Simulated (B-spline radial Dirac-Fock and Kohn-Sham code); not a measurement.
# X-ray scattering factor of Al⁸⁺

System: Al⁸⁺ in the configuration [He] 2s2 2p1.

Level of theory: Dirac-Fock densities; an atomic code on a B-spline grid. f₀ is the Fourier transform of the spherical electron density, S the Waller-Hartree incoherent function, and s = sin θ/λ. The electron scattering factor follows from the Mott-Bethe formula f_e = 0.023934 Å⁻¹·(Z − f₀)/s².

```csv
s (Å⁻¹),f₀,S,f_e (Å)
0,5.000,0.000,–
0.04,4.988,0.019,119.843
0.05,4.982,0.030,76.762
0.07,4.965,0.058,39.248
0.08,4.954,0.076,30.090
0.1,4.928,0.118,19.319
0.12,4.897,0.169,13.467
0.15,4.841,0.259,8.679
0.18,4.774,0.366,6.077
0.22,4.669,0.530,4.120
0.27,4.515,0.761,2.786
0.34,4.266,1.115,1.808
0.41,3.992,1.477,1.283
0.5,3.624,1.918,0.898
0.62,3.145,2.416,0.614
0.75,2.684,2.818,0.439
0.92,2.212,3.168,0.305
1.13,1.824,3.440,0.209
1.38,1.559,3.673,0.144
1.69,1.372,3.920,0.097
2.07,1.202,4.188,0.066
2.54,1.002,4.459,0.045
3.1,0.778,4.684,0.030
```

f₀ starts at the number of electrons, 5, and has fallen to half at s ≈ 0.82 Å⁻¹. The sum of ⟨r²⟩ over the electrons is 0.9827 bohr². For an ion f_e diverges as s goes to zero, because of the net charge.

Values without a named source are computed, but for edge energies of neutral atoms, which are taken from tables.
